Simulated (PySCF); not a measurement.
CH3, SMILES [CH3+], charge +1. Geometry: PBE-D3(BJ)/def2-TZVPD.

Level of theory: PBE-D3(BJ)/def2-TZVPD run with PySCF 2.14.0.

Harmonic wavenumbers (cm⁻¹): 1362, 1362, 1384, 2950, 3143, 3143. Rotational constants (GHz): 275.6, 275.6, 137.8; symmetry number 6.

Q: Work out the zero-point energy and the ideal-gas rigid-rotor harmonic-oscillator thermochemistry at 298.15 K and 1 atm.

A: ZPE = ½ Σ hcν = ½ × 13343 cm⁻¹ = 19.07 kcal/mol. H − E(el) = 21.46 kcal/mol. Entropy in cal/(mol K): translation 34.07, rotation 10.53, vibration 0.06, total 44.66. G − E(el) = 8.14 kcal/mol. Cp = 8.30 cal/(mol K).
